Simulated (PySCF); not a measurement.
Excitation energy of Tl⁺ by level of theory

Tl⁺ [Xe] 4f14 5d10 6s2 (1S) → Tl⁺ [Xe] 4f14 5d10 6s1 6d1 (3D), as a difference of total energies. All numbers are calculated (PySCF 2.14, the spin-free X2C one-electron Hamiltonian (Gaussian nucleus), in aug-cc-pwCVTZ-DK3). Correlated levels: valence: [Xe] 4f14 5d10 frozen. The calculations carry no spin-orbit coupling.

```tsv
method	excitation energy (eV)	error (eV)
UHF	12.689	-1.763
MP2 (valence)	13.171	-1.281
SCS-MP2 (valence)	13.341	-1.111
CCSD (valence)	13.300	-1.152
```

Reference: 14.452 eV (measured; NIST levels, between the centres of gravity of the two terms).

Errors of the correlated levels include the incompleteness of this basis and the frozen core.

With two correlated electrons CCSD is exact in that space.
